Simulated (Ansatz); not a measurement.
Total energies of CH₃F₂NSi, SMILES `C=N[SiH](F)F`.

Z-matrix (Å, degrees):
```
Si
N 1 1.711
F 1 1.582 2 107.9
F 1 1.591 2 112.8 3 -117.6
H 1 1.468 2 110.9 3 120.1
C 2 1.258 1 127.5 3 120.2
H 6 1.096 2 120.1 1 179.2
H 6 1.099 2 124.1 1 -0.9
```

Charge 0, multiplicity 1. All single points use the PBE0-D4/def2-TZVP geometry. It is one conformer, not always the lowest. Basis def2-TZVPP, the Gaussian-basis code of Ansatz.

RPA on PBE orbitals: Hartree–Fock energy of these orbitals -582.09977 Eh, correlation -1.50609 Eh (frozen core).

| functional | energy without D4 (Eh) | D4 term (kJ/mol) |
| --- | --- | --- |
| PBE | -583.65316 | -14.9 |
| revPBE | -583.94703 | -47.9 |
| BLYP | -584.06795 | -33.3 |
| r2SCAN | -583.95276 | -3.5 |
| BHLYP | -583.99272 | -17.7 |
| CAM-B3LYP | -584.03660 | -12.5 |
| ωB97X-V | -583.97006 | – |
| ωB97M-V | -584.01461 | – |
| B2PLYP | -583.81945 | – |
| PBE-QIDH | -583.56912 | – |

Task: Give the same for LDA (SPW92), B97M-V, PBE0, B3LYP, r2SCANh, r2SCAN0, HSE06 (plane-wave form), LC-ωPBE. (An estimate is asked.)

Result: Ansatz gave: 
```csv
functional,energy without D4 (Eh),D4 term (kJ/mol)
LDA (SPW92),-580.87210,–
B97M-V,-583.95916,–
PBE0,-583.68626,-12.4
B3LYP,-584.13822,-24.0
r2SCANh,-583.93501,-3.7
r2SCAN0,-583.90961,-4.1
HSE06 (plane-wave form),-583.66689,-11.5
LC-ωPBE,-583.84757,–
```

B3LYP takes the VWN-RPA correlation (the form of Gaussian; ORCA's B3LYP/G). HSE06 is the plane-wave form, built on full-range PBE exchange. The double hybrids freeze the cores in their second-order part.

LC-ωPBE has ω = 0.4 bohr⁻¹.
